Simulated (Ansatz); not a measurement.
Born–Oppenheimer molecular dynamics of CHKN (4 atoms, charge 1, multiplicity 1). It starts from a relaxed structure.

Level of theory: RKS PBE0-D4/def2-SVP in Ansatz.

```yaml
ensemble: NVE (velocity Verlet)
time_step: 1 fs
steps_asked: 150
starting_velocities_drawn_for: 1000 K
seed: 607748
```

Frames 10 fs apart, positions in Å.

Velocities at 20.0 fs (Å/ps):

```
K 0.65 -0.29 2.24
C -2.58 -7.16 -1.35
N -2.65 4.91 -4.36
H 42.27 28.41 -10.23
```

```xyz
4
Properties=species:S:1:pos:R:3 time_fs=20.0 energy_less_start_eV=0.033 T=873
K -0.114 -0.043 -2.825
C 0.102 -0.019 0.894
N -0.108 0.051 -0.239
H 0.254 -0.123 1.957
4
Properties=species:S:1:pos:R:3 time_fs=30.0 energy_less_start_eV=0.215 T=174
K -0.108 -0.046 -2.808
C 0.086 -0.074 0.863
N -0.134 0.091 -0.252
H 0.556 0.070 1.810
4
Properties=species:S:1:pos:R:3 time_fs=40.0 energy_less_start_eV=0.086 T=670
K -0.103 -0.049 -2.801
C 0.133 -0.064 0.846
N -0.184 0.106 -0.258
H 0.495 -0.130 1.858
4
Properties=species:S:1:pos:R:3 time_fs=50.0 energy_less_start_eV=0.220 T=155
K -0.099 -0.051 -2.806
C 0.193 -0.032 0.834
N -0.231 0.107 -0.232
H 0.278 -0.423 1.825
4
Properties=species:S:1:pos:R:3 time_fs=60.0 energy_less_start_eV=0.094 T=639
K -0.096 -0.054 -2.820
C 0.186 -0.058 0.846
N -0.246 0.130 -0.204
H 0.457 -0.347 1.841
4
Properties=species:S:1:pos:R:3 time_fs=70.0 energy_less_start_eV=0.195 T=249
K -0.095 -0.055 -2.840
C 0.151 -0.109 0.883
N -0.241 0.159 -0.175
H 0.745 -0.076 1.776
4
Properties=species:S:1:pos:R:3 time_fs=80.0 energy_less_start_eV=0.109 T=580
K -0.095 -0.056 -2.863
C 0.165 -0.097 0.911
N -0.248 0.157 -0.142
H 0.686 -0.159 1.855
4
Properties=species:S:1:pos:R:3 time_fs=90.0 energy_less_start_eV=0.167 T=360
K -0.097 -0.056 -2.885
C 0.204 -0.043 0.935
N -0.253 0.130 -0.105
H 0.369 -0.431 1.923
4
Properties=species:S:1:pos:R:3 time_fs=100.0 energy_less_start_eV=0.123 T=525
K -0.101 -0.054 -2.905
C 0.186 -0.038 0.980
N -0.227 0.118 -0.091
H 0.361 -0.378 1.995
4
Properties=species:S:1:pos:R:3 time_fs=110.0 energy_less_start_eV=0.126 T=517
K -0.106 -0.052 -2.922
C 0.116 -0.073 1.024
N -0.168 0.115 -0.084
H 0.586 -0.028 2.005
4
Properties=species:S:1:pos:R:3 time_fs=120.0 energy_less_start_eV=0.124 T=521
K -0.112 -0.049 -2.935
C 0.084 -0.056 1.048
N -0.116 0.086 -0.073
H 0.484 0.050 2.055
4
Properties=species:S:1:pos:R:3 time_fs=130.0 energy_less_start_eV=0.082 T=683
K -0.120 -0.045 -2.942
C 0.098 0.014 1.067
N -0.078 0.031 -0.074
H 0.075 -0.179 2.148
```

Of the whole run (150 fs, mean temperature of the second half 533 K): The conserved energy stayed within 0.45 meV per atom of its start (net change 0.19 meV per atom), so the integration is sound. The temperature averaged 0.53 of the 1000 K drawn at the start: a run that starts near a minimum puts about half its kinetic energy into the potential. A run of 0.15 ps of so small a system gives no equilibrium averages. Limits of this set-up: the dipole of an ion depends on the origin.

The run took 3.7 min on 1 thread of Arm Neoverse V1, on a shared host, peak memory 0.2 GiB.
